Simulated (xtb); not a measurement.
C2H5Te, SMILES C[Te][CH2] (connectivity only; charge and spin as stated), charge +1, multiplicity 1. All values are semi-empirical tight-binding results from xtb (GFN2-xTB unless named), good for trends rather than for accurate numbers. The structure is a stationary point at GFN2-xTB. The multiplicity is an assumed one; other spin states were not compared. The isomer is the one that the SMILES or the coordinates give; other isomers of the formula were not compared.

| Item | Result |
|---|---|
| orbital gap | 2.63 eV |
| zero-point energy | 36.1 kcal/mol |
| G − E(el) at 298.15 K (modified RRHO) | 17.7 kcal/mol |
| static polarisability (D4 model) | 61.3 bohr³ |
| solvation energy, GFN2-xTB/ALPB(water) | -58.7 kcal/mol |
| solvation energy, GFN2-xTB/ALPB(acetone) | -52.8 kcal/mol |
